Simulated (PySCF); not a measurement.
Compound: C7H8Cl (doublet state).
SMILES with atom numbers: `[CH3:1][C@@:2]12[CH:3][CH2:4][C@@H:5]1[CH:6]=[C:7]2[Cl:8]` (hydrogens: H9, H10, H11 on C1; H12 on C3; H13, H14 on C4; H15 on C5; H16 on C6)

The calculation used UKS B3LYP, pcH-1 on C Cl H, non-relativistic, mean-field spin-orbit, GIAO (PySCF). Geometry: GFN2-xTB; no solvent, vibrations or thermal averaging. The geometry wasn't refined by DFT: couplings that depend on bond lengths, twists or pyramidal angles can differ widely from those at the functional's own minimum. No stability test was run, so a lower SCF solution isn't excluded.

(1) Where do the isotropic ENDOR lines of H14, H13, H12, H16, H9/H10/H11 and Cl8 fall at 3363.6 mT, to first order?

(2) Which pairs are centred on the nuclear Larmor frequency, and which on half the coupling?

## Answers

(1) For S = 1/2 in fast tumbling each set of equivalent nuclei gives two lines, ν± = |νn ± a/2| to first order, with νn = g_N μN B/h and μN/h = 7.62259 MHz/T.

```csv
nuclei,isotope,g_N,νn (MHz),a_iso (MHz),lower line (MHz),upper line (MHz)
H14,1H,5.5857,143.21,115.01,85.71,200.72
H13,1H,5.5857,143.21,85.32,100.55,185.87
H12,1H,5.5857,143.21,-53.06,116.68,169.74
H16,1H,5.5857,143.21,-2.22,142.11,144.32
H9/H10/H11,1H,5.5857,143.21,-1.11,142.66,143.77
Cl8,35Cl,0.5479,14.05,0.97,13.56,14.53
```

(2) Centred on νn, since |a| < 2νn: H14, H13, H12, H16, H9/H10/H11 and Cl8. No pair has |a| > 2νn.

Class means assume fast exchange of nuclei equivalent by connectivity; if that motion is slow, each nucleus keeps its own coupling.

Main isotope only: 35Cl (natural samples also hold 24 % 37Cl, magnetic too, which adds its own pattern).
